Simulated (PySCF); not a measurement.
C5H4F2, SMILES FC1=C(F)CC=C1. Atoms are numbered in the order given.

```xyz
11

F      1.4429    -1.4835     0.0000
C      0.6760    -0.3959     0.0000
C     -0.6729    -0.3461     0.0000
F     -1.5276    -1.3659     0.0000
C     -1.1190     1.0825     0.0000
C      0.1852     1.8416     0.0000
C      1.2144     0.9662     0.0000
H     -1.7367     1.3177     0.8862
H     -1.7367     1.3177    -0.8862
H      0.2519     2.9290     0.0000
H      2.2815     1.1906     0.0000
```

The structure is a stationary point at B3LYP-D3(BJ)/def2-SVP. One conformer was computed; it need not be the lowest.

Vertical ionisation energy (IE) and electron affinity (EA) in eV. Rows of orbital energies are one-electron estimates. Where ΔSCF, EOM or ADC give a negative EA the extra electron is unbound and the value depends on the basis.

```
level                                              IE     EA
-----------------------------------------------  ----  -----
−ε(HOMO), −ε(LUMO), CAM-B3LYP/def2-TZVP (PySCF)  7.73  -0.31
−ε(HOMO), −ε(LUMO), PBE/def2-TZVP (PySCF)           …      …
```

Q: What belongs in the gaps? (The exact figures need the calculation; the answer reports its results.)

A: 
- −ε(HOMO), −ε(LUMO), PBE/def2-TZVP (PySCF), IE: 5.27
- −ε(HOMO), −ε(LUMO), PBE/def2-TZVP (PySCF), EA: 1.69
